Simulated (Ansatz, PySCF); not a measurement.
This PySCF input computes a r2SCAN/def2-TZVPD energy:

```python
from pyscf import gto, scf, dft

mol = gto.M(
    atom='''
    In   -0.00000000   -0.00000000   -0.60420182
    Cl    0.00000000    0.00000000    1.74152289
    ''',
    basis='def2-tzvpd',
    ecp='def2-tzvp',
    charge=1,
    spin=1,
    symmetry='C2v',
    verbose=4,
)

mf = dft.UKS(mol, xc='r2scan').density_fit(auxbasis='def2-universal-jkfit')
mf.grids.level = 4
mf.conv_tol = 1e-9
mf.max_cycle = 100
mf.max_memory = 1500
mf.kernel()
if not mf.converged:
    mf = mf.newton()
    mf.kernel(mf.make_rdm1())
mf.analyze()
```

Task: Write an input for the same energy in Ansatz (an electronic-structure program) and say what it gives.

Result: 
Ansatz 0.2 input:
```yaml
crystal:
  periodic: [false, false, false]
  atoms:
    - {symbol: In, position_ang: [-0.00000000, -0.00000000, -0.60420182]}
    - {symbol: Cl, position_ang: [0.00000000, 0.00000000, 1.74152289]}
basis:
  gaussian:
    orbitals: def2-TZVPD
hamiltonian:
  xc: {name: r2SCAN}
total_charge: 1
magnetization: {spin_polarized: true, initial_magnetization: 1}
output: {forces: true}
```
It gives -650.12299 Eh, and PySCF -650.12304 Eh, a difference of 0.05 mEh, from the treatment of integrals and grids.
